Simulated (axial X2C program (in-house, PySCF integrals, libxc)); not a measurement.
**Spin–orbit effects down a group: molecules with Li, PBE0**

All values come from calculations with an in-house relativistic program for diatomic molecules, spin-free (one-electron X2C) or two-component (2c: spin–orbit coupling with atomic mean-field Coulomb and Gaunt terms, which also bring small scalar terms), in Dyall basis sets with cores contracted in-house; open shells are unrestricted.

Basis sets: C dyall-v3z, Ge dyall-cv3z, Li dyall-cv3z, Pb dyall-cv3z, Si dyall-v3z, Sn dyall-cv3z.

```
molecule   spin-free state  Re (Å)  ωe (cm⁻¹)  De (eV)  2c state  Re 2c (Å)  ωe 2c (cm⁻¹)  De 2c (eV)
     LiC  M_S = 3/2, Λ = 0   1.876      697.3     2.69   Ω = 3/2      1.876         697.2        2.69
    LiSi  M_S = 3/2, Λ = 0   2.365      450.3     1.82   Ω = 3/2      2.365         450.2        1.82
    LiGe                 ?       ?          ?        ?         ?          ?             ?           ?
    LiSn  M_S = 3/2, Λ = 0   2.582      365.3     1.51   Ω = 3/2      2.585         363.2         n/a
    LiPb  M_S = 3/2, Λ = 0   2.623      339.9     1.36   Ω = 1/2      2.805         276.7        0.70
```

Task: Estimate the 2c Re and ωe of LiGe as the mean of its neighbours in the table.

Result: Re ≈ 2.475 Å, ωe ≈ 406.7 cm⁻¹. The PBE0 runs give the row below, so the estimate misses by 0.079 Å and 3.4 cm⁻¹.

```csv
molecule,spin-free state,Re (Å),ωe (cm⁻¹),De (eV),2c state,Re 2c (Å),ωe 2c (cm⁻¹),De 2c (eV)
LiGe,"M_S = 3/2, Λ = 0",2.396,403.8,1.68,Ω = 3/2,2.396,403.3,n/a
```

Each entry is the lowest single determinant of a limited PBE0 search at one distance. De goes to single-determinant-based atoms at the same level (for ions the charge split of lowest energy) and is withheld (n/a) where an atom does not fit its ground term or J level. Main or longest-lived isotopes. One determinant is a doubtful description, or other states lie close, for LiC, LiSi, LiGe, LiSn, LiPb; these need not be ground states, and all values refer to the states named. With several unpaired electrons the Ω given is that of one determinant, not necessarily of the lowest component. Some light 2c atoms are not at their ground J level, so De misses part of their lowering (0.04 eV or less). The functionals have no current term, which raises determinants with orbital currents. The lowest determinant changes configuration between the Hamiltonians for LiPb, so two states are compared there.
